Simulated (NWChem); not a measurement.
System: C2H6OSi2; SMILES [SiH2]1[Si@@H](C=C1)O

Here is an NWChem input.

```
start job
memory heap 200 mb stack 900 mb global 1100 mb
geometry units angstroms noautoz
  O     -0.345600     2.268363    -0.498825
  Si     0.018833     0.885962     0.396294
  C      1.519340    -0.178286    -0.067722
  C      1.006544    -1.440061    -0.191442
  Si    -0.881772    -1.258886    -0.024791
  H     -0.479064     2.109408    -1.449791
  H      0.056954     1.397624     1.807961
  H      2.597961     0.051305    -0.165468
  H      1.635184    -2.336334    -0.357226
  H     -1.610077    -1.480282    -1.328986
  H     -1.554453    -2.116193     1.019401
end
basis spherical
  * library 6-31g*
end
dft
  xc b3lyp
  iterations 150
  mulliken
end
task dft energy
```

Parts of the log:

```
             Northwest Computational Chemistry Package (NWChem) 7.3.0
             --------------------------------------------------------

 C1  symmetry detected

                             Geometry "geometry" -> ""
                             -------------------------

 Output coordinates in angstroms (scale by  1.889725989 to convert to a.u.)

  No.       Tag          Charge          X              Y              Z
 ---- ---------------- ---------- -------------- -------------- --------------
    1 O                    8.0000    -0.35291857     2.26479195    -0.43256060
    2 Si                  14.0000     0.00871262     0.86123356     0.43018425
    3 C                    6.0000     1.50013097    -0.20132110    -0.06590528
    4 C                    6.0000     0.97918746    -1.45714499    -0.21377938
    5 Si                  14.0000    -0.90700022    -1.26876183    -0.03172974
    6 H                    1.0000    -0.49299450     2.12726389    -1.38591281
    7 H                    1.0000     0.05827706     1.34193962     1.85233754
    8 H                    1.0000     2.57948142     0.02412409    -0.16523632
    9 H                    1.0000     1.60153975    -2.35321567    -0.40275773
   10 H                    1.0000    -1.64437393    -1.45763320    -1.33594467
   11 H                    1.0000    -1.57846544    -2.14462207     0.99774355

 Effective nuclear repulsion energy (a.u.)     269.1059710099

                                 NWChem DFT Module
                                 -----------------

 Summary of "ao basis" -> "ao basis" (spherical)
 ------------------------------------------------------------------------------
       Tag                 Description            Shells   Functions and Types
 ---------------- ------------------------------  ------  ---------------------
 O                           6-31g*                  6       14   3s2p1d
 Si                          6-31g*                  8       18   4s3p1d
 C                           6-31g*                  6       14   3s2p1d
 H                           6-31g*                  2        2   2s

            General Information
            -------------------
          SCF calculation type: DFT
          Wavefunction type:  closed shell.
          No. of atoms     :    11
          No. of electrons :    54
           Alpha electrons :    27
            Beta electrons :    27
          Charge           :     0
          Spin multiplicity:     1
          Use of symmetry is: off; symmetry adaption is: off
          Maximum number of iterations: 150
          AO basis - number of functions:    90
                     number of shells:    46
          Convergence on energy requested:  1.00D-06
          Convergence on density requested:  1.00D-05
          Convergence on gradient requested:  5.00D-04

              XC Information
              --------------
                         B3LYP Method XC Potential
                     Hartree-Fock (Exact) Exchange  0.200
                        Slater Exchange Functional  0.800 local
                    Becke 1988 Exchange Functional  0.720 non-local
              Lee-Yang-Parr Correlation Functional  0.810
                  VWN I RPA Correlation Functional  0.190 local

             Grid Information
             ----------------
          Grid used for XC integration:  medium
          Radial quadrature: Mura-Knowles
          Angular quadrature: Lebedev.
          Tag              B.-S. Rad. Rad. Pts. Rad. Cut. Ang. Pts.
          ---              ---------- --------- --------- ---------
          O                   0.60       49          12.0       434
          Si                  1.10       88          10.0       590
          C                   0.70       49          10.0       434
          H                   0.35       45          12.0       434
          Grid pruning is: on
          Number of quadrature shells:   593
          Spatial weights used:  Erf1

      Superposition of Atomic Density Guess
      -------------------------------------

 Sum of atomic energies:        -730.69887081

      Non-variational initial energy
      ------------------------------

 Total energy =    -732.844365
 1-e energy   =   -1543.760092
 2-e energy   =     541.809756
 HOMO         =      -0.284682
 LUMO         =      -0.018062

     ---------------------------------------------
      Total Density - Mulliken Population Analysis
     ---------------------------------------------

    Atom       Charge   Shell Charges
 -----------   ------   -------------------------------------------------------
    1 O    8     9.04   2.00  0.93  3.13  0.91  2.05  0.01
    2 Si  14    13.19   2.00  2.00  5.97  0.95  1.44  0.27  0.39  0.17
    3 C    6     6.44   2.00  0.75  1.88  0.66  1.13  0.03
    4 C    6     6.40   2.00  0.74  1.85  0.66  1.12  0.03
    5 Si  14    13.75   2.00  2.00  5.97  1.01  1.70  0.34  0.61  0.11
    6 H    1     0.44   0.35  0.10
    7 H    1     1.07   0.47  0.60
    8 H    1     0.78   0.46  0.33
    9 H    1     0.78   0.46  0.32
   10 H    1     1.05   0.46  0.59
   11 H    1     1.06   0.46  0.59

   convergence    iter        energy       DeltaE   RMS-Dens  Diis-err
 ---------------- ----- ----------------- --------- --------- ---------
 d= 0,ls=0.0,diis     1   -733.9475209262 -1.00D+03  1.41D-02  6.09D-01
 d= 0,ls=0.0,diis     2   -733.9135385291  3.40D-02  8.94D-03  1.05D+00
 d= 0,ls=0.0,diis     3   -734.0144256085 -1.01D-01  1.68D-03  5.82D-02
 d= 0,ls=0.0,diis     4   -734.0199346911 -5.51D-03  4.82D-04  1.47D-03
 d= 0,ls=0.0,diis     5   -734.0200890630 -1.54D-04  1.88D-04  4.12D-04
  Resetting Diis
 d= 0,ls=0.0,diis     6   -734.0201470986 -5.80D-05  5.20D-05  2.98D-05
 d= 0,ls=0.0,diis     7   -734.0201504656 -3.37D-06  5.10D-05  5.90D-06
 d= 0,ls=0.0,diis     8   -734.0201482536  2.21D-06  3.38D-05  2.18D-05
 d= 0,ls=0.0,diis     9   -734.0201512742 -3.02D-06  3.30D-06  1.35D-07
 d= 0,ls=0.0,diis    10   -734.0201512937 -1.95D-08  6.22D-07  3.58D-09

         Total DFT energy =     -734.020151293658
      One electron energy =    -1548.124137230586
           Coulomb energy =      608.569424211434
    Exchange-Corr. energy =      -63.571409284386
 Nuclear repulsion energy =      269.105971009879

 Numeric. integr. density =       54.000003681726

                       DFT Final Molecular Orbital Analysis
                       ------------------------------------

 Vector   25  Occ=2.000000D+00  E=-2.897362D-01
              MO Center=  5.8D-01, -1.9D-01,  7.5D-02, r^2= 4.2D+00
   Bfn.  Coefficient  Atom+Function         Bfn.  Coefficient  Atom+Function
  ----- ------------  ---------------      ----- ------------  ---------------
    49      0.248244   4 C  px               67     -0.235783   5 Si px
    35     -0.219509   3 C  px               82     -0.203584   7 H  s
    86      0.202729   9 H  s                22     -0.185868   2 Si py
     3     -0.166801   1 O  px               84     -0.165960   8 H  s
    85      0.147460   9 H  s                23     -0.144098   2 Si pz

 Vector   26  Occ=2.000000D+00  E=-2.805448D-01
              MO Center=  7.7D-01, -7.5D-01, -1.3D-01, r^2= 3.1D+00
   Bfn.  Coefficient  Atom+Function         Bfn.  Coefficient  Atom+Function
  ----- ------------  ---------------      ----- ------------  ---------------
    51      0.346834   4 C  pz               37      0.338204   3 C  pz
    55      0.247193   4 C  pz               41      0.241393   3 C  pz
    88      0.162711  10 H  s                90     -0.156824  11 H  s
     4     -0.132493   1 O  py               87      0.099661  10 H  s
     8     -0.097794   1 O  py               89     -0.097846  11 H  s

 Vector   27  Occ=2.000000D+00  E=-2.607914D-01
              MO Center= -3.9D-01,  1.3D-02,  1.2D-01, r^2= 3.6D+00
   Bfn.  Coefficient  Atom+Function         Bfn.  Coefficient  Atom+Function
  ----- ------------  ---------------      ----- ------------  ---------------
    68      0.380230   5 Si py               21     -0.246713   2 Si px
     3      0.224958   1 O  px               22     -0.218234   2 Si py
     7      0.185700   1 O  px               70      0.176814   5 Si s
    72      0.168449   5 Si py               38     -0.153136   3 C  s
     4      0.148590   1 O  py               64     -0.147261   5 Si py

 Vector   28  Occ=0.000000D+00  E=-2.699130D-02
              MO Center=  9.4D-01, -6.1D-01, -1.0D-01, r^2= 3.1D+00
   Bfn.  Coefficient  Atom+Function         Bfn.  Coefficient  Atom+Function
  ----- ------------  ---------------      ----- ------------  ---------------
    55      0.496902   4 C  pz               41     -0.429890   3 C  pz
    51      0.394263   4 C  pz               27     -0.345503   2 Si pz
    37     -0.340348   3 C  pz               82      0.246966   7 H  s
     6     -0.237204   1 O  s                73      0.234735   5 Si pz
    88      0.225188  10 H  s                26      0.184097   2 Si py

 Vector   29  Occ=0.000000D+00  E= 8.322111D-03
              MO Center= -6.4D-01, -5.5D-01,  9.2D-02, r^2= 5.8D+00
   Bfn.  Coefficient  Atom+Function         Bfn.  Coefficient  Atom+Function
  ----- ------------  ---------------      ----- ------------  ---------------
    72      0.894286   5 Si py               26      0.701345   2 Si py
    24     -0.674302   2 Si s                70      0.621092   5 Si s
    52      0.582855   4 C  s                71     -0.441357   5 Si px
    88     -0.390199  10 H  s                 6     -0.299801   1 O  s
    25      0.285774   2 Si px               22      0.271306   2 Si py

[...]
```

Level: B3LYP/6-31G* (spherical d). Coordinates come from a PBE-D3(BJ)/def2-SVP optimisation.
